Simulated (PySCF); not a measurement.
[Zr(Cl)(H)3] (charge 0, multiplicity 1)

Method: PBE-D3(BJ)/def2-TZVP // r2SCAN-D4/def2-SVP (PySCF).

The HOMO comes out as -7.31 eV. The dipole moment is 0.59 D, the HOMO–LUMO gap comes out as 3.77 eV and the LUMO is -3.54 eV. The charge on the central atom (Mulliken) is 0.76 e and the total energy comes out as -13847.79 eV. The cost is roughly 13 core-seconds.

```xyz
5

Zr     0.0062    -0.0041     0.0069
Cl     1.4302    -0.9479     1.5806
H     -1.5670     0.4666     0.8484
H      0.8267     1.4874    -0.7053
H     -0.3179    -1.2526    -1.3127
```
